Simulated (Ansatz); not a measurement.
Compare A (`O[SiH2]O[SiH2]Cl`) with its isomer B (`O[SiH](O)[SiH2]Cl`).

Computed with Ansatz on PBE0-D4/def2-TZVP structures; ΔE is electronic, products minus reactants. CCSD(T)/CBS adds triple-zeta CCSD(T) − MP2 to the extrapolated MP2 energy (def2 sets, frozen cores). Functionals use def2-TZVPP. Each species was taken in one conformer, which may not be the lowest.

**Question.** Which isomer does CCSD(T)/CBS put lower? Give the gap. (Estimate.)

**Answer.** The calculation gave: A, by 32.8 kcal/mol.

**Question.** Give E(B) − E(A) in kcal/mol with MP2/def2-TZVPP, PBE0-D4, CCSD(T)/def2-TZVPP, ωB97M-V, HF/def2-TZVPP, r2SCAN-D4, B2PLYP. (Best estimate.)

**Answer.** Computed: MP2/def2-TZVPP 34.9, PBE0-D4 28.4, CCSD(T)/def2-TZVPP 33.1, ωB97M-V 33.3, HF/def2-TZVPP 38.0, r2SCAN-D4 31.3, B2PLYP 33.4. None reverses the order clearly.

Largest T1 diagnostic: 0.011.

In def2-TZVPP, CCSD(T) changes the Hartree–Fock value by −4.9 kcal/mol (the triples alone add −0.6 kcal/mol) and MP2 by −3.2 kcal/mol. From PBE to PBE0 (25 % exact exchange), in def2-TZVPP and without D4, E(B) − E(A) moves by +2.3 kcal/mol.
